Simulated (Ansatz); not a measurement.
```yaml
crystal:
  periodic: [false, false, false]
  atoms:
    - {symbol: Rh, position_ang: [1.025716, 0.932978, 1.051211]}
    - {symbol: Rh, position_ang: [-0.245265, -1.093220, 1.329381]}
    - {symbol: Rh, position_ang: [-0.425693, -1.311004, -1.061912]}
    - {symbol: Rh, position_ang: [-1.201078, 0.756629, 0.021485]}
    - {symbol: Rh, position_ang: [0.846319, 0.714608, -1.340165]}
basis:
  gaussian: {orbitals: def2-SVPD}
total_charge: 1
hamiltonian: {xc: {name: wB97}}
scf: {omitted_lower_state_checks: [starts]}
output: {forces: true}
```

```sh
$ ansatz run in.yaml --threads 4 --pin off --events-out ev --progress --plain --max-ram 4787MiB
```

It prints (some lines left out):

```
Functional definition: wB97
  name "wB97"
  cite "Chai & Head-Gordon, J. Chem. Phys. 128, 084106 (2008) doi:10.1063/1.2834918"
  cite "Becke, J. Chem. Phys. 107, 8554 (1997) doi:10.1063/1.475007"
  parameter omega = 0.4/bohr
  parameter cx1 = 1.13116
  parameter cx2 = -2.74915
  parameter cx3 = 12.0900
  parameter cx4 = -5.71642
  parameter css1 = -2.55352
  parameter css2 = 11.8926
  parameter css3 = -26.9452
  parameter css4 = 17.0927
  parameter cos1 = 3.99051
  parameter cos2 = -17.0066
  parameter cos3 = 1.07292
  parameter cos4 = 8.88211
  # The coefficients of nought are those of the uniform gas.
  exchange = spin_sum(e_x_unif_sr(omega)*poly(b97_u_x, 1, cx1, cx2, cx3, cx4)) + exact_x_lr(omega)
  correlation = spin_sum(e_c_pw_same_spin*poly(b97_u_same, 1, css1, css2, css3, css4))
      + integral(e_c_pw_opposite_spin*poly(b97_u_opposite, 1, cos1, cos2, cos3, cos4))
these checks for a lower state are left out or cut short: starts
1575 factors; their error is unknown
499 factors; integrals over basis functions are off by at most 2.2e-5 eV
mean field evaluation 1: about -15012.5684 eV, gradient 8.7e1 eV
mean field evaluation 2: about -15002.4356 eV, gradient 1.2e2 eV
mean field evaluation 4: about -15027.9060 eV, gradient 9.6e0 eV
mean field evaluation 8: about -15028.2718 eV, gradient 7.3e-1 eV
mean field evaluation 16: about -15028.2515 eV, gradient 9.9e-2 eV
mean field evaluation 32: about -15028.2517 eV, gradient 7.0e-4 eV
mean field -15028.25172483 eV, -552.2780643727 hartree, gradient 6.0e-5 eV, S^2 0.000000; 0 other end points of the search recorded, 0 dependent functions left out
the calculation of the forces begins
reference -15028.25170711 eV, -552.2780637215 hartree; 42, 42 occupied and 128, 128 virtual orbitals, 1575 factors
Total energy: -15028.25170711 eV, -552.2780637215 hartree
Atom 0 at     1.025716     0.932978     1.051211 Å, force     0.141330     0.081292     0.112091 eV/Å
Atom 1 at    -0.245265    -1.093220     1.329381 Å, force     0.005730    -0.146265     0.151387 eV/Å
Atom 2 at    -0.425693    -1.311004    -1.061912 Å, force    -0.014825    -0.160134    -0.115256 eV/Å
Atom 3 at    -1.201078     0.756629     0.021485 Å, force    -0.259789     0.165239     0.002966 eV/Å
Atom 4 at     0.846319     0.714608    -1.340165 Å, force     0.127554     0.059868    -0.151187 eV/Å
Dipole moment:     0.062257    -0.039220    -0.001113 e Å
Checks for a lower state left out: starts
```

It took 52 s on 4 threads of Arm Neoverse V1 on a shared host, peak host memory 0.8 GiB.

In the def2 sets Rh takes a core potential; there is no spin–orbit coupling. The restricted singlet is unstable towards broken spin symmetry in Hartree–Fock (as tested in another run); at RKS ωB97/def2-SVPD this wasn't settled.

The dipole of an ion depends on the origin.
